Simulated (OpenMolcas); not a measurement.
In I: the spin-orbit constant, thermal populations, worked from levels

* Program: OpenMolcas
* Basis: ANO-RCC-VTZP [7s6p4d2f1g]
* Scalar Hamiltonian: DKH2, point nucleus
* Active space: 3 electrons in 4 orbitals (5s 5p)
* State averaging: 2S+1 = 4 odd, 1 root (0 in the spin-orbit step); 2S+1 = 2 odd, 3 roots kept (CI in the orbitals of an earlier block); 2S+1 = 4 even, 3 roots; 2S+1 = 2 even, 5 roots kept (CI in the orbitals of an earlier block)
* Spin-orbit coupling: RASSI with atomic mean-field integrals over the reference wave functions, term energies averaged over their components

Methods: CASSCF; SS-CASPT2, IPEA 0.25 Eh, imaginary shift 0.1 Eh (closed shells correlated: 4d). Measured levels: NIST Handbook of Basic Atomic Spectroscopic Data.

**The spin-orbit constant.** For the Hund term 2P* of p1, E(J) = (A/2) J(J+1) + constant and ζ = 2S·A = A. From J = 1/2 to J = 3/2 the energy changes by 1.5 A.

| Source | E(3/2) - E(1/2) | A | ζ |
| --- | --- | --- | --- |
| CASSCF | 2074.4 | 1382.9 | 1383 |
| SS-CASPT2 | 2074.4 | 1382.9 | 1383 |
| measured | 2212.6 | 1475.1 | 1475 |

All in cm-1. SS-CASPT2 is off by -6.2 % and CASSCF by -6.2 %. Both methods take the spin-orbit matrix elements from the reference wave functions, so the second can move ζ only through the term energies and any multistate remixing.

**Thermal populations.** Z = Σ (2J + 1) exp(-E/kT) with k = 0.695035 cm-1/K, over the levels below. No other level of either list lies under 24300 cm-1, which is above 7 kT at each temperature.

```
         Level  2J + 1  SS-CASPT2  measured
5s2 5p 2P* 1/2       2        0.0       0.0
5s2 5p 2P* 3/2       4       2070      2213
```

```csv
T (K),"Z, SS-CASPT2","Z, measured levels","Ground level (%), SS-CASPT2","Ground level (%), measured levels"
2000,2.902,2.814,68.9,71.1
3000,3.482,3.384,57.4,59.1
5000,4.205,4.116,47.6,48.6
```

At 5000 K, kT = 3475 cm-1, and the computed levels give Z = 2.000 + 2.205 = 4.205.

Some high roots are left out of the spin-orbit mixing, which shifts the levels that they would mix with. Terms from blocks run as CI alone lack orbitals of their own. Without dynamic correlation excited terms often stand tens of per cent too high (terms of higher spin than the ground term too low), and those without a measured partner can miss by more than the paired ones (holds for CASSCF). Computed and measured levels are paired by configuration, term and J; levels that our copy of the source lacks, or whose pairing is in doubt (as where it misses far off the trend of its configuration), stay unpaired and out of the deviations. Levels of configurations outside the active space are missing.

* marks odd parity.
